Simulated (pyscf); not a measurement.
## H₃C–Al(OH)–OH, singlet

Gas-phase minimum from PySCF at ωB97X-D3(BJ)/def2-SVP, one conformer. 

```xyz
9

C     -0.7123    -0.1749     1.4295
Al    -1.0698    -0.3524    -0.4644
O     -1.0226    -1.9058    -1.1682
O     -1.4104     1.0482    -1.3774
H     -1.0960     0.7764     1.8307
H     -1.1566    -1.0028     2.0052
H      0.3749    -0.1987     1.6175
H     -1.1598    -2.1647    -2.0799
H     -1.5904     1.1290    -2.3147
```
Charge 0, spin multiplicity 1.

Bonded distances (Å): C1–Al2 1.936, C1–H5 1.101, C1–H6 1.102, C1–H7 1.104, Al2–O3 1.706, Al2–O4 1.706, O3–H8 0.958, O4–H9 0.958. Bond angles (°): Al2–C1–H5 111.8, Al2–C1–H6 111.6, Al2–C1–H7 110.3, H5–C1–H6 108.6, H5–C1–H7 107.4, H6–C1–H7 107.0, C1–Al2–O3 118.8, C1–Al2–O4 119.0, O3–Al2–O4 122.2, Al2–O3–H8 129.4, Al2–O4–H9 129.1.

Properties at ωB97X-D3(BJ)/def2-SVP:

```yaml
harmonic_wavenumbers_unscaled: 13, 191, 241, 249, 291, 375, 468, 564, 612, 666, 700, 858, 932, 1235, 1440, 1441, 3063, 3156, 3175, 4004, 4007 cm⁻¹
zero_point_energy: 39.6 kcal/mol
rotational_symmetry_number: 1
Entropy of this conformer at 298 K and 1 atm, rigid rotor and harmonic oscillator, modes under 100 cm⁻¹ raised to 100: 330.0 J/(mol K)
dipole_moment: 1.99 D
```

Single-point totals, which compare only within one level (frozen core for MP2 and CC):

```csv
level,total energy (hartree)
ωB97X-D3(BJ)/def2-TZVP,-434.28342
PBE/def2-TZVP,-433.85349
r²SCAN/def2-TZVP,-434.08680
B3LYP-D3(BJ)/def2-TZVP,-434.24993
PBE0-D3(BJ)/def2-TZVP,-433.88722
M06-2X/def2-TZVP,-434.11767
ωB97M-D3(BJ)/def2-TZVP,-434.29625
HF/def2-TZVPP,-432.64796
MP2/def2-TZVPP,-433.39170
CCSD/def2-TZVPP,-433.41298
CCSD(T)/def2-TZVPP,-433.43967
```

The lowest mode is so soft that the shape along it may change with the basis. Soft torsions are taken as harmonic, which can shift the entropy by several J/(mol K). The CCSD(T) − MP2 part came from Ansatz, without density fitting, on the same reference.
